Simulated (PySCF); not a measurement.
## Structure elucidation problem

An unknown has the formula C₃H₉N₃Si₂. Its calculated NMR data are:

$^{1}$H NMR (400 MHz, computed): δ 2.14 (m, 1H), 0.68 (m, 2H), 0.59 (m, 2H), 0.56 (br s, 4H).

$^{13}$C{$^{1}$H} NMR (computed): δ 128.8 (C), -2.9 (CH2, 2C).

Gas phase, one conformer, rapidly exchanging positions averaged, non-relativistic Hamiltonian. GFN2-xTB structure; shieldings: GIAO PBE0/pcSseg-1; PySCF 2.14.0 with density-fitted response routines.

References, each an isolated molecule treated in the same way: $^{1}$H (31.72 ppm) and $^{13}$C (186.93 ppm) against TMS.

Which candidate is it?
A. N#C[Si](N)(N)[SiH]1CC1
B. N#C[Si@H]1NCCN[SiH2]1
C. C=N[Si@H](C#N)N(C)[SiH3]

## Answers

A. 

Rings plus π bonds: 3 (1 ring in the answer). 2 carbon signals for 3 carbons: some carbons are equivalent by symmetry or fast rotation. Carbon types of the structure: 1 × C, 2 × CH2, leaving 5 H on heteroatoms. δC 128.8: nitrile carbon; typical of a nitrile. δC -2.9: three-membered-ring carbon; carbons of three-membered rings are unusually shielded. δH 2.14: hydrogen on a silicon bonded to 2 C, Si, in a 3-membered ring. δH 0.68, 0.59: hydrogen on a three-membered-ring carbon; cyclopropane-type protons are shielded by the ring. δH 0.56: hydrogen on a nitrogen bonded to Si; exchangeable, gas-phase position.

The others: C=N[Si@H](C#N)N(C)[SiH3] would give 3 carbon signals, not 2; N#C[Si@H]1NCCN[SiH2]1 would give 3 carbon signals, not 2.

OH and NH positions are those of a molecule without intermolecular hydrogen bonds; in solution they move with solvent, concentration and temperature, and exchange usually removes their couplings. Shifts are as computed. Against solution values, carbons near 30 ppm lie about +3 ppm off and those near 130 ppm about +5 ppm. Of 1211 compounds with measured shifts, 218 miss one by over three times the rms of a fit or turn the order of signals round; such compounds aren't used in these exercises. Multiplicities follow the n + 1 count of equivalent neighbours, as no J values were calculated; m marks all less simple cases, F and P coupling included.
